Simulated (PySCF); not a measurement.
Job for PySCF: D3(BJ) and D4 dispersion corrections on C2H6O (SMILES CCO).

```python
from pyscf import gto
from pyscf.dispersion import dftd3, dftd4

mol = gto.M(
    atom='''
    C     0.73677077    0.99189496    3.54321235
    C     0.41917329   -0.47204467    3.30951662
    O    -0.56702561   -0.66579312    2.28080439
    H     1.51051742    1.09309887    4.30699904
    H    -0.14586820    1.53481514    3.89224196
    H     1.09270810    1.46150166    2.62577385
    H     1.29885698   -1.00966442    2.95675734
    H     0.07781812   -0.95483020    4.23009228
    H    -1.35702768   -0.15835797    2.50116858
    ''',
    basis='def2-svp',
    charge=0, spin=0, verbose=0, max_memory=1800)
d3, d4 = {}, {}
for xc in ['hf', 'pbe', 'blyp', 'revpbe', 'tpss', 'r2scan', 'b3lyp', 'pbe0', 'bhlyp', 'camb3lyp', 'b2plyp']:
    d3[xc] = float(dftd3.DFTD3Dispersion(mol, xc=xc, version='d3bj', atm=False).get_dispersion()['energy'])
    print(f'D3(BJ) {xc:10s} {d3[xc]:14.8f} Eh')
for xc in ['hf', 'pbe', 'blyp', 'revpbe', 'tpss', 'r2scan', 'b3lyp', 'pbe0', 'bhlyp', 'camb3lyp', 'b2plyp']:
    d4[xc] = float(dftd4.DFTD4Dispersion(mol, xc={'camb3lyp': 'cam-b3lyp'}.get(xc, xc), atm=True).get_dispersion()['energy'])
    print(f'D4     {xc:10s} {d4[xc]:14.8f} Eh')
```

Program output:

```
D3(BJ) hf            -0.03806184 Eh
D3(BJ) pbe           -0.00433578 Eh
D3(BJ) blyp          -0.00885119 Eh
D3(BJ) revpbe        -0.01180729 Eh
D3(BJ) tpss          -0.00524661 Eh
D3(BJ) r2scan        -0.00111450 Eh
D3(BJ) b3lyp         -0.00713159 Eh
D3(BJ) pbe0          -0.00352173 Eh
D3(BJ) bhlyp         -0.00526562 Eh
D3(BJ) camb3lyp      -0.00288380 Eh
D3(BJ) b2plyp        -0.00307283 Eh
D4     hf            -0.01558142 Eh
D4     pbe           -0.00368215 Eh
D4     blyp          -0.00855255 Eh
D4     revpbe        -0.01449679 Eh
D4     tpss          -0.00500813 Eh
D4     r2scan        -0.00089811 Eh
D4     b3lyp         -0.00586987 Eh
D4     pbe0          -0.00301549 Eh
D4     bhlyp         -0.00378025 Eh
D4     camb3lyp      -0.00294684 Eh
D4     b2plyp        -0.00254652 Eh
```

The run finished.

Cost: about 0.04 core-seconds (a rough figure).
